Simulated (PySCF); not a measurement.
## Calculated data, CH₄B₂Cl, CH₅B₂O, C₂H₅BCl, CH₃FNSi and others

All values are calculated (PySCF 2.14.0). Calculation on a computer-drawn molecule: the log of a Hartree-Fock and frozen-core CCSD(T) single point meant for a local Hartree-Fock minimum, with one planted fault or none, to be diagnosed. Offsets are logged minus clean, where the clean run is the same molecule without the fault. The reference is restricted for singlets and unrestricted otherwise, and also for a bond in bohr or an excited solution. Adding or removing an electron swaps singlet and doublet. The excited solution moves the top pair (singlet) or top alpha electron (doublet) to the lowest empty orbital. Highest occupied and lowest empty are orbital energies over both spins, largest force is the largest gradient component, triples share is (T) over the correlation energy, the T1 limit is 0.02 restricted and 0.045 unrestricted, electrons count all cores, a negative frequency is imaginary (commonest isotopes), and the dipole is about the centre of nuclear charge.

Common to all runs: meant charge 0; meant multiplicity 2; logged SCF converged yes; possible faults no fault, one electron removed, one electron added, multiplicity raised by two, geometry at a saddle point, SCF held on an excited solution, minimal basis STO-3G, one bond length entered in bohr, all coordinates scaled.

(1) 
```xyz
8
formula=CH4B2Cl meant_basis=cc-pV(D+d)Z logged_electrons=37 logged_basis_functions=28 logged_spin_squared=0.76 logged_highest_occupied=-9.5102 logged_lowest_empty=4.3842 logged_largest_force=0.024713 logged_T1_diagnostic=0.014534 logged_D1_diagnostic=0.062521 logged_triples_share=0.016346 logged_CC_converged=yes logged_dipole_magnitude=2.2546 logged_SCF_stable_within_its_kind=yes logged_energy_HF=-543.0296 logged_energy_CCSD(T)=-543.18093 planted_fault=minimal_basis_STO-3G HF_energy_offset_from_clean_run=3781 CCSD(T)_energy_offset_from_clean_run=3985
C      0.9742    -1.5879    -1.6203
B     -0.0958    -0.6048    -1.1039
B     -1.2857    -1.0147     0.0411
Cl    -2.8408    -1.6774    -0.5107
H      1.0373    -2.6249    -1.3023
H      1.7316    -1.2999    -2.3435
H     -0.0871     0.5214    -1.5339
H     -1.1857    -0.8790     1.2264
```

Units: logged_highest_occupied, logged_lowest_empty in eV; logged_largest_force in hartree/bohr; logged_dipole_magnitude in debye; logged_energy_HF, logged_energy_CCSD(T) in hartree; HF_energy_offset_from_clean_run, CCSD(T)_energy_offset_from_clean_run in kcal/mol.

Drawn bonds:
```tsv
atom	other atom	order
1	2	1
2	3	1
3	4	1
1	5	1
1	6	1
2	7	1
3	8	1
```

(2) 
```xyz
9
formula=CH5B2O meant_basis=cc-pVDZ logged_electrons=29 logged_basis_functions=81 logged_spin_squared=0.7606 logged_highest_occupied=-10.628 logged_lowest_empty=1.1943 logged_largest_force=0.059271 logged_T1_diagnostic=0.018124 logged_D1_diagnostic=0.062329 logged_triples_share=0.026839 logged_CC_converged=yes logged_dipole_magnitude=1.2013 logged_SCF_stable_within_its_kind=yes logged_energy_HF=-164.9687 logged_energy_CCSD(T)=-165.50301 planted_fault=all_coordinates_scaled,by_+7.5_% HF_energy_offset_from_clean_run=24.26 CCSD(T)_energy_offset_from_clean_run=16.39
C      1.7193    -0.7458     2.6733
B      0.1111    -0.4034     2.4327
B     -0.5027     0.8821     1.2668
O     -0.7557     0.5536    -0.1322
H      2.0890    -1.5501     3.4355
H      2.5831    -0.2120     2.0946
H     -0.7461    -1.0710     3.1440
H     -0.7384     2.1022     1.6664
H     -1.1114     1.3313    -0.6804
```

Units: logged_highest_occupied, logged_lowest_empty in eV; logged_largest_force in hartree/bohr; logged_dipole_magnitude in debye; logged_energy_HF, logged_energy_CCSD(T) in hartree; HF_energy_offset_from_clean_run, CCSD(T)_energy_offset_from_clean_run in kcal/mol.

Drawn bonds:
```tsv
atom	other atom	order
1	2	1
2	3	1
3	4	1
1	5	1
1	6	1
2	7	1
3	8	1
4	9	1
```

(3) 
```xyz
9
formula=C2H5BCl meant_basis=cc-pV(D+d)Z logged_electrons=39 logged_basis_functions=90 logged_spin_squared=0.7682 logged_highest_occupied=-9.8422 logged_lowest_empty=1.7986 logged_largest_force=0.038889 logged_T1_diagnostic=0.01504 logged_D1_diagnostic=0.063167 logged_triples_share=0.028991 logged_CC_converged=yes logged_dipole_magnitude=1.8441 logged_SCF_stable_within_its_kind=yes logged_energy_HF=-562.81332 logged_energy_CCSD(T)=-563.36711 planted_fault=all_coordinates_scaled,by_+5.9_% HF_energy_offset_from_clean_run=15.61 CCSD(T)_energy_offset_from_clean_run=11.46
C      0.1845     2.0605    -0.4259
C      1.0011     1.4780     0.8161
B      2.5310     1.1549     0.2315
Cl     3.9302     2.3862     0.4539
H      0.2680     3.1708    -0.7007
H     -0.2840     1.3530    -1.1976
H      1.0210     2.2435     1.6816
H      0.5025     0.5024     1.1912
H      2.8005     0.1169    -0.4387
```

Units: logged_highest_occupied, logged_lowest_empty in eV; logged_largest_force in hartree/bohr; logged_dipole_magnitude in debye; logged_energy_HF, logged_energy_CCSD(T) in hartree; HF_energy_offset_from_clean_run, CCSD(T)_energy_offset_from_clean_run in kcal/mol.

Drawn bonds:
```tsv
atom	other atom	order
1	2	1
2	3	1
3	4	1
1	5	1
1	6	1
2	7	1
2	8	1
3	9	1
```

(4) 
```xyz
7
formula=CH3FNSi meant_basis=cc-pV(D+d)Z logged_electrons=40 logged_basis_functions=80 logged_spin_squared=0 logged_highest_occupied=-0.38543 logged_lowest_empty=8.6648 logged_largest_force=0.096119 logged_T1_diagnostic=0.018865 logged_D1_diagnostic=0.071608 logged_triples_share=0.028915 logged_CC_converged=yes logged_dipole_magnitude=3.638 logged_SCF_stable_within_its_kind=yes logged_energy_HF=-482.43273 logged_energy_CCSD(T)=-483.06738 planted_fault=one_electron_added HF_energy_offset_from_clean_run=15.56 CCSD(T)_energy_offset_from_clean_run=-6.415
C      0.3080     2.3828    -0.3657
N     -0.8445     1.8851    -0.2563
Si    -1.2711     0.5448     0.7411
F     -2.4011    -0.3089    -0.0315
H      1.2084     1.9725     0.1072
H      0.4651     3.2801    -0.9666
H     -0.1410    -0.3769     1.0135
```

Units: logged_highest_occupied, logged_lowest_empty in eV; logged_largest_force in hartree/bohr; logged_dipole_magnitude in debye; logged_energy_HF, logged_energy_CCSD(T) in hartree; HF_energy_offset_from_clean_run, CCSD(T)_energy_offset_from_clean_run in kcal/mol.

Drawn bonds:
```tsv
atom	other atom	order
1	2	1
2	3	2
3	4	1
1	5	1
1	6	1
3	7	1
```

(5) 
```xyz
8
formula=CH4BN2 meant_basis=cc-pVDZ logged_electrons=28 logged_basis_functions=76 logged_spin_squared=0 logged_highest_occupied=-16.117 logged_lowest_empty=-5.5479 logged_largest_force=0.12647 logged_T1_diagnostic=0.029772 logged_D1_diagnostic=0.12112 logged_triples_share=0.03988 logged_CC_converged=yes logged_dipole_magnitude=5.5283 logged_SCF_stable_within_its_kind=yes logged_energy_HF=-173.51905 logged_energy_CCSD(T)=-174.10574 planted_fault=one_electron_removed HF_energy_offset_from_clean_run=162.5 CCSD(T)_energy_offset_from_clean_run=154
C      1.2347    -0.9082    -0.9095
N      0.2503    -1.0104     0.0821
B     -1.1096    -1.2443    -0.1520
N     -2.3149    -1.4128    -0.3505
H      2.1883    -0.4979    -0.6067
H      0.8890    -0.7361    -1.9192
H      0.5805    -1.0623     1.0232
H     -3.2522    -1.6587    -0.5155
```

Units: logged_highest_occupied, logged_lowest_empty in eV; logged_largest_force in hartree/bohr; logged_dipole_magnitude in debye; logged_energy_HF, logged_energy_CCSD(T) in hartree; HF_energy_offset_from_clean_run, CCSD(T)_energy_offset_from_clean_run in kcal/mol.

Drawn bonds:
```tsv
atom	other atom	order
1	2	1
2	3	1
3	4	2
1	5	1
1	6	1
2	7	1
4	8	1
```

Notes: T1 above single-reference limit.

(6) 
```xyz
8
formula=CH4BClN meant_basis=cc-pV(D+d)Z logged_electrons=39 logged_basis_functions=85 logged_spin_squared=0.9525 logged_highest_occupied=-3.0041 logged_lowest_empty=-0.27934 logged_largest_force=0.16463 logged_dipole_magnitude=6.6494 logged_SCF_stable_within_its_kind=no logged_energy_HF=-578.70029 planted_fault=SCF_held_on_an_excited_solution HF_energy_offset_from_clean_run=116.7
C      0.1330     0.0071    -1.6632
N     -0.9209    -0.8756    -1.9018
B     -1.9786    -0.7739    -2.8022
Cl    -2.1742     0.6620    -3.8430
H      0.7327    -0.1580    -0.7810
H      0.0956     0.9767    -2.1319
H     -0.8825    -1.7179    -1.3637
H     -2.7801    -1.6513    -2.8910
```

Units: logged_highest_occupied, logged_lowest_empty in eV; logged_largest_force in hartree/bohr; logged_dipole_magnitude in debye; logged_energy_HF in hartree; HF_energy_offset_from_clean_run in kcal/mol.

Drawn bonds:
```tsv
atom	other atom	order
1	2	1
2	3	1
3	4	1
1	5	1
1	6	1
2	7	1
3	8	1
```

Notes: coupled-cluster numbers left out as unreliable.

(7) 
```xyz
10
formula=CH6NOSi meant_basis=cc-pV(D+d)Z logged_electrons=41 logged_basis_functions=95 logged_spin_squared=0.7601 logged_highest_occupied=-8.0998 logged_lowest_empty=4.1758 logged_largest_force=1.946e-05 logged_lowest_frequency=82.471 logged_T1_diagnostic=0.0149 logged_D1_diagnostic=0.070767 logged_triples_share=0.023834 logged_CC_converged=yes logged_dipole_magnitude=2.1198 logged_SCF_stable_within_its_kind=yes logged_energy_HF=-459.64332 logged_energy_CCSD(T)=-460.2778 planted_fault=no_fault HF_energy_offset_from_clean_run=0 CCSD(T)_energy_offset_from_clean_run=0
C      0.6099     1.5847     0.5984
N      0.2863     1.0652    -0.6605
Si    -0.8352    -0.1969    -0.9923
O     -0.4387    -1.6415    -0.3070
H      1.1135     2.5425     0.6305
H     -0.0497     1.3279     1.4180
H      0.8403     1.4241    -1.4126
H     -0.8657    -0.2864    -2.4673
H     -2.1594     0.1020    -0.4263
H      0.4256    -1.9941    -0.4572
```

Units: logged_highest_occupied, logged_lowest_empty in eV; logged_largest_force in hartree/bohr; logged_lowest_frequency in cm⁻¹; logged_dipole_magnitude in debye; logged_energy_HF, logged_energy_CCSD(T) in hartree; HF_energy_offset_from_clean_run, CCSD(T)_energy_offset_from_clean_run in kcal/mol.

Drawn bonds:
```tsv
atom	other atom	order
1	2	1
2	3	1
3	4	1
1	5	1
1	6	1
2	7	1
3	8	1
3	9	1
4	10	1
```

(8) 
```xyz
10
formula=CH6NOSi meant_basis=cc-pV(D+d)Z logged_electrons=41 logged_basis_functions=95 logged_spin_squared=3.7666 logged_highest_occupied=-2.4667 logged_lowest_empty=-1.1463 logged_largest_force=0.087119 logged_T1_diagnostic=0.034355 logged_D1_diagnostic=0.20068 logged_triples_share=0.024623 logged_CC_converged=yes logged_dipole_magnitude=2.4297 logged_SCF_stable_within_its_kind=yes logged_energy_HF=-459.3733 logged_energy_CCSD(T)=-459.97973 planted_fault=multiplicity_raised_by_two HF_energy_offset_from_clean_run=169.4 CCSD(T)_energy_offset_from_clean_run=187
C      0.6099     1.5847     0.5984
N      0.2863     1.0652    -0.6605
Si    -0.8352    -0.1969    -0.9923
O     -0.4387    -1.6415    -0.3070
H      1.1135     2.5425     0.6305
H     -0.0497     1.3279     1.4180
H      0.8403     1.4241    -1.4126
H     -0.8657    -0.2864    -2.4673
H     -2.1594     0.1020    -0.4263
H      0.4256    -1.9941    -0.4572
```

Units: logged_highest_occupied, logged_lowest_empty in eV; logged_largest_force in hartree/bohr; logged_dipole_magnitude in debye; logged_energy_HF, logged_energy_CCSD(T) in hartree; HF_energy_offset_from_clean_run, CCSD(T)_energy_offset_from_clean_run in kcal/mol.

Drawn bonds:
```tsv
atom	other atom	order
1	2	1
2	3	1
3	4	1
1	5	1
1	6	1
2	7	1
3	8	1
3	9	1
4	10	1
```
